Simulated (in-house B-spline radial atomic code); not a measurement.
Configurations of the molybdenum ion Mo⁶⁺, with energies counted from [Ar] 3d10 4s2 4p6. Method: scalar-relativistic (X2C) BHandHLYP, spin-polarised, spherical fractional occupations, exact exchange averaged over the configuration, Fermi nucleus of rms radius 4.4091 fm. Calculated with a radial B-spline atomic code at the basis-set limit. Shells without spins written out take the highest spin.

Occupations are held fixed; configurations that lie above the ionisation limit could autoionise.

```tsv
configuration	E - E(ref) (eV)	highest orbital	its <r> (bohr)
[Ar] 3d10 4s2 4p5 5p1	68.695	5p up	2.438
[Ar] 3d10 4s1 4p6 5s1	90.414	5s up	2.218
[Ar] 3d10 4s1 4p6 5d1	113.13	5d up	2.912
[Ar] 3d9 4s2 4p6 5s1	260.77	5s up	2.195
[Ne] 3s2 3p5 3d10 4s2 4p6 4d1	405.27	4d up	1.332
[Ne] 3s2 3p5 3d10 4s2 4p6 5s1	426.31	5s up	2.195
```

Problem. Order these further configurations by energy, lowest first.
A. [Ar] 3d9 4s2 4p6 4d1
B. [Ar] 3d10 4s2 4p5 4d1
C. [Ar] 3d9 4s2 4p6 5p1
D. [Ar] 3d10 4s2 4p5 5s1
E. [Ar] 3d10 4s2 4p5 4f1

Solution. B (40.043 eV), D (59.665 eV), E (77.748 eV), A (239.64 eV), C (269.89 eV).

Problem. How far above the reference does [Ar] 3d9 4s2 4p6 4f1 lie?

Solution. 279.17 eV; its least bound orbital is 4f up with <r> = 1.92 bohr.
